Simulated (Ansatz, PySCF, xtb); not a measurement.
Donor–acceptor adduct: C3H9Al (SMILES [CH3][Al]([CH3])[CH3]) (first 13 atoms) with H2O (SMILES O); geometry from B3LYP-D3(BJ)/def2-TZVP.
(charge 0, multiplicity 1):
```tsv
atom	x (Å)	y (Å)	z (Å)
C	0.0047	0.6551	-1.1018
Al	0.1532	-0.0714	0.7356
C	1.9329	-0.0929	1.5787
C	-1.1579	-1.4462	1.2985
H	0.4620	-0.0261	-1.8273
H	0.5236	1.6129	-1.2239
H	-1.0313	0.7967	-1.4295
H	1.8804	-0.2545	2.6598
H	2.4831	0.8389	1.4146
H	2.5535	-0.8985	1.1716
H	-1.2261	-1.5482	2.3879
H	-0.8699	-2.4343	0.9242
H	-2.1694	-1.2610	0.9202
O	-0.7645	1.5233	1.6862
H	-1.5602	1.2433	2.1573
H	-1.0238	2.2076	1.0555
```

Interaction energies are E(AB) − E(A) − E(B) at the monomers' geometry in the complex; basis-set methods are counterpoise corrected.

Cores are frozen in the correlated methods.

Programs: Ansatz (Gaussian orbitals); PySCF for the dispersion terms; xtb for the GFN methods. Each number belongs to the level named beside it.

**Question.** Estimate the interaction energy that GFN1-xTB returns for this input.

**Answer.** -24.5 kcal/mol

**Question.** What is the computed interaction energy (B2PLYP-D4/def2-TZVPPD)?

**Answer.** -19.0 kcal/mol

**Question.** What interaction energy does CAM-B3LYP/def2-TZVPPD give?

**Answer.** -18.6 kcal/mol

Ansatz is a program for electronic structure.
